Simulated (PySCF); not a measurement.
A homologous series of growing length: n-germane silyl/silyl. All species are isolated molecules in the gas phase. One relaxed conformer stands for each flexible species; it need not be the lowest. Strings in code marks are SMILES. All members: neutral, multiplicity 1. Level: PBE-D3(BJ)/def2-TZVP // r2SCAN-D4/def2-SVP (PySCF). Delta-SCF ions had no search for a lower state.  The ionisation energy is E(N − 1 electrons) − E(N electrons) at the parent's geometry.

| species | n (atoms other than H) | 1/n | vertical ionisation energy (Delta-SCF) (eV) |
|---|---|---|---|
| `[SiH3][GeH2][GeH2][GeH2][GeH2][GeH2][GeH2][GeH2][SiH3]` | 9 | 0.1111 | 7.65 |
| `[SiH3][GeH2][GeH2][GeH2][GeH2][GeH2][GeH2][SiH3]` | 8 | 0.1250 | withheld |
| `[SiH3][GeH2][GeH2][GeH2][GeH2][GeH2][SiH3]` | 7 | 0.1429 | 8.01 |
| `[SiH3][GeH2][GeH2][GeH2][GeH2][SiH3]` | 6 | 0.1667 | 8.25 |
| `[SiH3][GeH2][GeH2][GeH2][SiH3]` (Si–Ge–Ge–Ge torsion 175°, Ge–Ge–Ge–Si torsion 178°) | 5 | 0.2000 | 8.56 |
| `[SiH3][GeH2][GeH2][SiH3]` (Si–Ge–Ge–Si torsion 178°) | 4 | 0.2500 | 8.98 |
| `[SiH3][GeH2][SiH3]` | 3 | 0.3333 | 9.56 |

Task: Fit vertical ionisation energy (Delta-SCF) = a + b·x to the 6 complete rows by least squares, with x = 1/n. Give a, b and the rms residual, and predict the withheld value.

Result: Means of the 6 rows: x̄ = 0.20067, ȳ = 8.5017 eV. Σ(x − x̄)² = 0.032539 and Σ(x − x̄)(y − ȳ) = 0.27716, so b = 8.518 and a = ȳ − b·x̄ = 6.792 eV. The rms residual is 0.060 eV. At x = 0.125 the line gives 7.86 eV. The run for `[SiH3][GeH2][GeH2][GeH2][GeH2][GeH2][GeH2][SiH3]` gave 7.81 eV, so the line is off by 0.05 eV, within twice the rms residual.

Codes: PySCF.
